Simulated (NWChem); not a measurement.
## Correlation energy of Cl$_{2}$Si

```
Si
Cl 1 2.1112
Cl 1 2.1112 2 101.95
```
Charge 0, spin multiplicity 1.

All runs are NWChem calculations. The geometry was optimised at PBE/def2-SVP, a minimum by its harmonic frequencies.

Basis set: cc-pVDZ. Each correlation energy counts from its own Hartree-Fock reference.

```
method        correlation energy (mHa)  difference from CCSD(T)
------------  ------------------------  -----------------------
CCSD(T)                         -388.0                      0.0
CCSD                            -377.8                    +10.2
CCSD+T(CCSD)                    -388.5                     -0.5
RI-MP2                          -344.3                    +43.7
CR-CCSD[T]                      -386.0                     +1.9
MP2                             -344.1                    +43.9
SCS-MP2                         -334.1                    +53.9
CR-CCSD(T)                      -385.7                     +2.3
```

The values span 54.4 mHa, from CCSD+T(CCSD) (lowest) to SCS-MP2 (highest). 

The correlated methods keep 15 core orbitals frozen. The structure started from a generated list of species. Coupled-cluster values serve here as a point of comparison, not as the truth.
